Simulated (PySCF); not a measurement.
H6Te. Atoms are numbered in the order given.

```xyz
7

Te     0.0000     0.0000     0.0000
H      0.0000     1.7386     0.0000
H      0.0000    -1.7386     0.0000
H     -1.7386     0.0000     0.0000
H      1.7386     0.0000     0.0000
H      0.0000     0.0000     1.7386
H      0.0000     0.0000    -1.7386
```
Charge 0, spin multiplicity 1.

The structure is a stationary point at B3LYP-D3(BJ)/def2-TZVP. The def2 effective core potentials stand for the cores of Te; spin–orbit coupling is left out.

Computed with TDA-PBE/def2-TZVPD in PySCF.

Vertical excitations; the highest root listed may be one member of a degenerate set. The molecule is in vacuum. State labels are in the subgroup D2h.

| state | symmetry | energy (eV) | λ (nm) | f | main pairs |
|---|---|---|---|---|---|
| S1 | Ag | 4.15 | 299 | 0.000 | HOMO→LUMO (degenerate set) |
| S2 | Ag | 4.15 | 299 | 0.000 | HOMO−1→LUMO (degenerate set) |
| S3 | B2u | 6.13 | 202 | 0.000 | HOMO→LUMO+2 (degenerate set) |
| S4 | B1u | 6.13 | 202 | 0.000 | HOMO−1→LUMO+1, HOMO→LUMO+1 (degenerate set) |
| S5 | B3u | 6.13 | 202 | 0.000 | HOMO−1→LUMO+3, HOMO→LUMO+3 (degenerate set) |
| S6 | B3u | 6.23 | 199 | 0.148 | HOMO→LUMO+3, HOMO−1→LUMO+3 (degenerate set) |
| S7 | B2u | 6.23 | 199 | 0.148 | HOMO−1→LUMO+2 (degenerate set) |
| S8 | B1u | 6.23 | 199 | 0.148 | HOMO→LUMO+1, HOMO−1→LUMO+1 (degenerate set) |
| S9 | B1g | 6.78 | 183 | 0.000 | HOMO−1→LUMO+4, HOMO→LUMO+4 (degenerate set) |
| S10 | B2g | 6.78 | 183 | 0.000 | HOMO→LUMO+5 (degenerate set) |
| T1 | Ag | 3.04 | 407 | 0 | HOMO→LUMO (degenerate set) |
| T2 | Ag | 3.04 | 407 | 0 | HOMO−1→LUMO (degenerate set) |
| T3 | B1u | 5.81 | 214 | 0 | HOMO→LUMO+1, HOMO−1→LUMO+1 (degenerate set) |
| T4 | B3u | 5.81 | 214 | 0 | HOMO→LUMO+3, HOMO−1→LUMO+3 (degenerate set) |
Triplets are in the Tamm–Dancoff approximation.
